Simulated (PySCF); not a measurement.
**Assigning NMR signals**

Cartesian coordinates in Å; atom numbers follow the order of the lines, from 1:
```xyz
18

O     2.463   -0.096   -0.818
C     2.378   -0.117    0.378
O     3.439   -0.264    1.183
C     1.106    0.029    1.184
C    -0.126    0.078    0.337
C    -0.889    1.235    0.173
C    -2.024    1.245   -0.637
C    -2.411    0.083   -1.303
C    -1.667   -1.087   -1.155
C    -0.544   -1.068   -0.341
F     0.167   -2.186   -0.186
H     4.214   -0.341    0.605
H     1.074   -0.808    1.900
H     1.204    0.943    1.790
H    -0.582    2.147    0.692
H    -2.605    2.162   -0.751
H    -3.296    0.082   -1.942
H    -1.940   -2.014   -1.661
```

One computed conformer, non-relativistic Hamiltonian, rapidly exchanging positions averaged, in vacuum. Geometry: PBE0-D3(BJ)/def2-SVP; J couplings at B3LYP/pcJ-1 (spin–dipole term only in couplings to heteroatoms); PBE0/pcSseg-1 with gauge-including orbitals; PySCF 2.14.

Referencing at the same level of theory: ¹³C, ¹H vs TMS.

(1) Assign these signals to the numbered atoms. ¹³C{¹H} NMR (computed): δ 174.1, 169.7 (d, J = 313.1 Hz), 137.0 (d, J = 1.9 Hz), 135.1 (d, J = 5.6 Hz), 128.3, 126.8 (d, J = 13.2 Hz), 120.4 (d, J = 18.9 Hz), 35.4 (d, J = 3.4 Hz).

(2) Assign these signals to the numbered atoms. ¹H NMR (400 MHz, computed): δ 7.44 (m, 1H), 7.22 (m, 1H), 7.21 (m, 1H), 7.20 (dd, J = 9.9, 9.2 Hz, 1H), 5.75 (br s, 1H), 3.46 (d, J = 2.8 Hz, 2H).

Answers

(1) 
| δ (ppm) | atoms | environment | reason |
| --- | --- | --- | --- |
| 174.1 | C2 | carboxylic acid carbon | lone-pair donation from the attached heteroatom keeps it upfield of a ketone carbonyl |
| 169.7 | C10 | aromatic carbon bearing fluorine | the electronegative substituent deshields the carbon that carries it |
| 137.0 | C6 | aromatic CH | the aromatic region |
| 135.1 | C8 | aromatic CH | – |
| 128.3 | C7 | aromatic CH | – |
| 126.8 | C5 | substituted aromatic carbon | – |
| 120.4 | C9 | aromatic CH | – |
| 35.4 | C4 | sp3 CH2 α to a carbonyl | the adjacent C=O deshields it moderately |

C6 and C8; C7 and C5 lie closer than the usual error of such a calculation, so a measured spectrum could show them in the other order.

(2) 
| δ (ppm) | atoms | environment | reason |
| --- | --- | --- | --- |
| 7.44 | H17 | hydrogen on an aromatic CH | aromatic region |
| 7.22 | H15 | hydrogen on an aromatic CH | – |
| 7.21 | H16 | hydrogen on an aromatic CH | – |
| 7.20 | H18 | hydrogen on an aromatic CH | – |
| 5.75 | H12 | hydrogen on an acid hydroxyl oxygen | exchangeable; this is the value without hydrogen bonding to other molecules |
| 3.46 | H13/H14 | hydrogen on an sp3 CH2 α to a carbonyl | – |

H15 and H16; H16 and H18 lie closer than the usual error of such a calculation, so a measured spectrum could show them in the other order.

Exchangeable OH/NH protons stand at their gas-phase positions; hydrogen bonding in a real sample shifts them, mostly to higher δ. C–F couplings over four or more bonds (about 3 Hz to the para carbon of a fluoroarene) are left out. Common functionals overestimate the size of one-bond C–F couplings by tens of Hz; these are unscaled. Splittings below 1 Hz are ignored in the labels, and close J values are merged. Unscaled 3J(H,H) at this level run about 10 % above measured values. Shifts are as computed. Against solution values, carbons near 30 ppm lie about +2 ppm off and those near 130 ppm about +5 ppm. Of 1309 compounds with measured shifts, 239 miss one by over three times the rms of a fit or turn the order of signals round; such compounds aren't used in these exercises. Hydrogen bonding in solution deshields acid and N–H amide carbonyl carbons by as much as 10 ppm beyond these values.
